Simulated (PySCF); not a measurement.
Stepwise substitution at one centre (Ge Cl-H). All species are isolated molecules in the gas phase. Strings in code marks are SMILES.

Quantity: vertical ionisation energy (energy after one electron is removed minus that of the parent at the parent's geometry), in eV.

A: `[Cl][GeH2][Cl]`
B: `[GeH4]`
C: `[Cl][GeH3]`

Order them by vertical ionisation energy (energy after one electron is removed minus that of the parent at the parent's geometry) (lowest first) at the level TPSSh-D3(BJ)/def2-TZVP // CAM-B3LYP-D3(BJ)/def2-TZVP (PySCF).

A (10.95 eV), C (11.09 eV), B (12.16 eV)
